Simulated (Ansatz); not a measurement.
Gas-phase electronic energies from Ansatz, PBE0-D4/def2-TZVP geometries. CCSD(T)/CBS adds triple-zeta CCSD(T) − MP2 to the extrapolated MP2 energy (def2 sets, frozen cores). This one scheme is used for every species. Functionals use def2-TZVPP. B3LYP here is the variant with VWN-RPA as its local correlation; programs differ in this. Each species was taken in one conformer, which may not be the lowest.

Consider the formal exchange of groups at a C–F bond: `FC[SiH](F)Cl` + ethylene → `C=CC[SiH](F)Cl` + H–F.

Problem. Is it downhill or uphill in electronic energy at CCSD(T)/CBS, and by how much? (An estimate is asked.)

Solution. The calculation gave: Downhill: ΔE = -94.6 kJ/mol.

Problem. What do these levels give: r2SCAN-D4, B3LYP-D4, HF/def2-TZVPP, SCS-MP2/def2-TZVPP, CCSD/def2-TZVPP, MP2/CBS(def2)? (Best estimate.)

Solution. The calculation gave: r2SCAN-D4 -84.3, B3LYP-D4 -79.7, HF/def2-TZVPP -63.8, SCS-MP2/def2-TZVPP -92.3, CCSD/def2-TZVPP -88.0, MP2/CBS(def2) -109.3 kJ/mol.

Largest T1 diagnostic among the species: 0.011.

In def2-TZVPP, CCSD(T) changes the Hartree–Fock value by −27.4 kJ/mol (the triples alone add −3.2 kJ/mol) and MP2 by −42.1 kJ/mol. From PBE to PBE0 (25 % exact exchange), in def2-TZVPP and without D4, ΔE moves by −6.0 kJ/mol.
